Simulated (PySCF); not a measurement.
# SbF₃, singlet: computed properties

Method: PBE in PySCF with Sb def2-TZVP with ECP28, F def2-TZVP; scalar-relativistic core potentials, no spin–orbit coupling; density-fitted integrals.

The structure is a minimum.

```
Point group                                                                   : C3v
Bond lengths                                                                  : Sb–F 1.918 Å (×3)
Bond angles                                                                   : F–Sb–F 95.5° (×3)
Heat capacity Cp at 298.15 K                                                  : 69.1 J/(mol K)
Entropy at 298.15 K and 1 bar                                                 : 305.9 J/(mol K)
Rotational constants                                                          : 0.1466, 0.1466, 0.1101 cm⁻¹
Atomisation energy without zero-point energy                                  : 1408 kJ/mol
Lowest empty level                                                            : -2.51 eV
Highest occupied level                                                        : -8.44 eV
Enthalpy at 298.15 K above 0 K                                                : 15.59 kJ/mol
Dipole moment                                                                 : 3.68 D
Principal quadrupole moments (Buckingham, traceless) about the centre of mass : -1.70, -1.70, 3.40 D Å
Principal polarisabilities                                                    : 32.4, 36.1, 36.1 bohr³
Rotational symmetry number                                                    : 3
Zero-point energy                                                             : 14.5 kJ/mol
```

Harmonic modes (masses in u: Sb 120.904, F 18.998):
```tsv
symmetry	ω (cm⁻¹)	IR (km/mol, summed over degenerate members)	type
e	185	8.4	bend
a1	223	18.9	bend
e	602	203	stretch
a1	622	59.8	stretch
```

In C3v the vibrations span 2e + 2a1.

Charges (e):
```csv
atom,Mulliken,Löwdin,polar tensor,Mayer order to Sb1
Sb1,1.22,0.74,1.77,–
"F2,3,4",-0.41,-0.25,-0.59,0.93
```

Mulliken populations on Sb1 (electrons outside its core potential): s 3.88, p 7.45, d 10.30, f 0.15.

Counting electrons, antimony keeps 2 of its valence electrons outside its bonds, so the VSEPR class is AX3E1 and the expected shape is trigonal pyramidal (C3v), as computed. The angle of 95° is close to 90°: the heavy centre bonds with nearly pure p orbitals and keeps its lone pair s-like.

The final relaxation and frequency run took 39 s on 2 threads of a shared Arm Neoverse V2 host, with 143 basis functions and 10 gradients; the process peaked at 1.3 GiB.
